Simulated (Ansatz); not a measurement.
`C[O][SnH2][Se]C` + CH₃NH₂ → `C[NH][SnH2][O]C` + `C[SeH]`  (ligand exchange at the Sn–Se bond)

Gas-phase electronic energies from Ansatz, PBE0-D4/def2-TZVP geometries. CCSD(T)/CBS is the MP2 limit (def2-TZVPP, def2-QZVPP) plus CCSD(T) − MP2 in def2-TZVPP, frozen cores. DFT in def2-TZVPP. B3LYP here is the variant with VWN-RPA as its local correlation; programs differ in this. Elements past krypton have def2 core potentials. For Se, Sn outer-core shells are correlated without core-valence functions, which leaves a few kJ/mol of doubt a bond. Scalar relativity is left out up to krypton. One conformer a species, not always the lowest.

`C[O][SnH2][Se]C`:

Z-matrix (Å, degrees):
```
C
O 1 1.403
H 1 1.100 2 112.5
H 1 1.094 2 108.3 3 118.9
H 1 1.099 2 112.3 3 -122.3
Sn 2 1.968 1 119.2 3 63.0
Se 6 2.515 2 109.7 1 48.0
H 6 1.697 2 103.7 1 168.0
H 6 1.712 2 107.0 1 -68.4
C 7 1.961 6 97.0 2 -87.1
H 10 1.088 7 110.6 6 -51.5
H 10 1.088 7 110.6 6 71.4
H 10 1.089 7 106.1 6 -169.9
```

CH₃NH₂:

```xyz
7

C     0.023   -0.477    0.309
N    -0.357    0.716   -0.430
H     1.101   -0.690    0.337
H    -0.477   -1.346   -0.125
H    -0.327   -0.390    1.340
H    -0.052    0.651   -1.393
H     0.088    1.535   -0.037
```

`C[NH][SnH2][O]C`:

Z-matrix (Å, degrees):
```
C
N 1 1.450
H 1 1.095 2 110.5
H 1 1.093 2 109.7 3 117.2
H 1 1.099 2 114.7 3 -121.8
Sn 2 2.012 1 120.9 3 -161.7
H 2 1.009 1 112.5 3 56.9
O 6 1.965 2 104.1 1 74.0
H 6 1.705 2 115.3 1 -36.7
H 6 1.708 2 107.0 1 -168.7
C 8 1.405 6 119.3 2 54.7
H 11 1.094 8 108.3 6 -170.5
H 11 1.100 8 112.2 6 70.8
H 11 1.098 8 112.6 6 -51.2
```

`C[SeH]`:

Cartesian coordinates in Å:
```
C 0.486 0.235 -0.085
Se -1.340 -0.266 -0.548
H 0.496 0.864 0.802
H 0.865 0.802 -0.934
H 1.100 -0.651 0.060
H -1.607 -0.984 0.705
```

```
             level  ΔE (kcal/mol)
            PBE-D4           21.2
           ωB97X-V           19.1
               PBE           20.8
             B3LYP           19.8
    MP2/def2-TZVPP           19.5
SCS-MP2/def2-TZVPP           18.6
   CCSD/def2-TZVPP           18.4
     HF/def2-QZVPP           19.6
```

Q: What does CCSD(T)/CBS give? (An estimate is asked.)

A: Ansatz gave: +20.3 kcal/mol. The listed levels differ from it by 0.9, -1.2, 0.5, -0.5, -0.8, -1.7, -1.9, -0.7 kcal/mol.

Largest T1 diagnostic among the species: 0.013.
